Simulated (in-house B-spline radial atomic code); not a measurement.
Cs is squeezed into an impenetrable sphere of radius R (the orbitals vanish at R). Level of theory: Dirac-Hartree-Fock, average of configuration, Fermi nucleus of rms radius 4.8041 fm; calculated with a B-spline radial code for spherical atoms.

Energies in eV above the free atom in [Xe] 6s1:

```csv
R (bohr),highest level (eV),[Xe] 6s1,[Xe] 5d1,[Ar] 3d10 4s2 4p5 4d10 5s2 5p6 6s1 6d1
9.79,-3.13,0.3672,2.291,183.9
5.81,1.39,5.137,4.829,200.2
5.19,4.44,8.652,6.57,209.3
4,19.6,29.88,18.93,251.6
3.84,23.7,36.38,23.1,262.9
3.22,49.4,84.39,56.45,339.2
2.43,138,303.1,226.8,644.9
2.13,213,535.3,419,947.8
1.6,524,1758,1484,2442
1.53,600,2105,1793,2853
```

Task: Does [Xe] 5d1 fall below [Xe] 6s1 under compression?

Result: Yes, between R = 9.79 and 5.81 bohr the order changes (near 6.36 bohr by linear interpolation).

Task: Does [Ar] 3d10 4s2 4p5 4d10 5s2 5p6 6s1 6d1 fall below [Xe] 6s1 under compression?

Result: No, it stays above over the whole range.

The highest level is first positive in the row R = 5.81 bohr, pushed up by confinement above the zero of the free ion's potential. Each configuration is held fixed and needn't be the lowest in the sphere.
